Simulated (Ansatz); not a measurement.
`[SiH3]/N=C\S` + H₂O → `O/C=N/[SiH3]` + H₂S at 298.15 K and 1 bar (formal hydrolysis of a C–S bond).

Gas-phase electronic energies from Ansatz, PBE0-D4/def2-TZVP geometries. CCSD(T)/CBS adds triple-zeta CCSD(T) − MP2 to the extrapolated MP2 energy (def2 sets, frozen cores). This one scheme is used for every species. Double bonds are as drawn, so ΔE can hold a change between cis and trans. Each species was taken in one conformer, which may not be the lowest.

```json
{"species": "`[SiH3]/N=C\\S`", "CCSD(T)/CBS energy (Eh)": "-782.60025", "H − E (kJ/mol)": "164.3", "S (J/(mol·K))": "324.7"}
{"species": "H₂O", "CCSD(T)/CBS energy (Eh)": "-76.37941", "H − E (kJ/mol)": "66.4", "S (J/(mol·K))": "188.7"}
{"species": "`O/C=N/[SiH3]`", "CCSD(T)/CBS energy (Eh)": "-460.01548", "H − E (kJ/mol)": "178.5", "S (J/(mol·K))": "305.9"}
{"species": "H₂S", "CCSD(T)/CBS energy (Eh)": "-398.97279", "H − E (kJ/mol)": "49.9", "S (J/(mol·K))": "205.7"}
```

H − E and S are ideal-gas, rigid-rotor, harmonic terms from PBE0-D4/def2-TZVP, for one conformer and one mirror image of each species. 1 Eh = 2625.50 kJ/mol, R = 8.31446 J/(mol·K).

Problem. By hand: ΔE, ΔH, ΔS and ΔG.

Solution. ΔE = (-460.01548) + (-398.97279) − (-782.60025) − (-76.37941) = -0.00861 Eh = -22.6 kJ/mol. Δ(H − E) = 178.5 + 49.9 − 164.3 − 66.4 = -2.3, so ΔH = -24.9 kJ/mol. ΔS = 305.9 + 205.7 − 324.7 − 188.7 = -1.8 J/(mol·K). ΔG = -24.9 − 298.15 × (-1.8)/1000 = -24.4 kJ/mol.

Problem. By hand: the equilibrium constant, and the temperature at which ΔG would vanish if ΔH and ΔS stayed fixed.

Solution. log₁₀ K = −ΔG/(RT ln 10) = 4.3. ΔG = 0 at ΔH/ΔS = 13833 K, far beyond where these terms or the molecules hold.

The number of gas molecules stays the same, so ΔS is small and ΔH decides. A doubt of 5 kJ/mol in ΔE shifts log₁₀ K by 0.9 here. Other conformers and mirror images would add mixing entropy, several J/(mol·K) or more a flexible species. These are equilibria of isolated gas molecules and say nothing of rates. Largest T1 diagnostic: 0.015 (customary marks: 0.02 for closed shells, 0.045 for open ones).
